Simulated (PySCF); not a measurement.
SMILES [CH2][Se][Se]C, doublet (CAM-B3LYP/def2-SVP optimised geometry):

```
9

C      2.252    -1.301    -1.811
Se     1.877    -1.196     0.000
Se    -0.462    -1.196     0.000
C     -0.786     0.729     0.000
H      3.242    -1.656    -2.102
H      1.501    -1.034    -2.555
H     -1.877     0.856     0.050
H     -0.324     1.196     0.878
H     -0.407     1.187    -0.921
```

Calculation: unrestricted CAM-B3LYP/def2-TZVP run with PySCF 2.14.0.

Question: What are the frontier orbital energies (α orbitals alone; a β orbital can be the lowest empty one) and the dipole moment?

Answer: HOMO-2 -9.80 eV, HOMO-1 -8.04 eV, HOMO -6.67 eV, LUMO -0.30 eV, LUMO+1 1.43 eV; dipole moment 1.48 D.

On the same geometry unrestricted PBE/def2-TZVP (PySCF) gives HOMO-2 -7.08 eV, HOMO-1 -5.60 eV, HOMO -4.18 eV, LUMO -2.21 eV, LUMO+1 -0.47 eV; dipole moment 1.43 D.

Meta-Löwdin charges at CAM-B3LYP/def2-TZVP: C1 -0.46, Se2 0.17, Se3 0.05, C4 -0.42, H5 0.14, H6 0.13, H7 0.13, H8 0.13, H9 0.13.
